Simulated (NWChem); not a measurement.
A series in which one site is exchanged, each optimised at PBE0/def2-SVP with NWChem, gas phase unless a solvent is named. All stand in one matching conformer (torsions within 35°), which need not be the lowest. This build's default masses of Se (78.918 u) and Br (79.917 u) are each other's, which moves their modes by up to 0.6 %.

A: NBCl (BNH₃Cl; site = H)
B: NB(Cl)Cl (BNH2Cl2; site = Cl)
C: ClB(N)Br (BNH$_{2}$BrCl; site = Br)
D: NB(F)Cl (BNH$_{2}$ClF; site = F)

```
quantity                                             A     B     C  D
------------------------------------------------  ----  ----  ----  -
dipole (D), PBE0/def2-SVP                         2.82  2.98  3.02  …
orbital gap (eV), PBE0/def2-SVP                   8.78  8.99  8.47  …
highest harmonic frequency (cm⁻¹), PBE0/def2-SVP  3741  3751  3745  …
```

Problem. Complete the blanks.

Solution. 
- dipole (D), PBE0/def2-SVP, D: 2.96
- orbital gap (eV), PBE0/def2-SVP, D: 9.76
- highest harmonic frequency (cm⁻¹), PBE0/def2-SVP, D: 3766
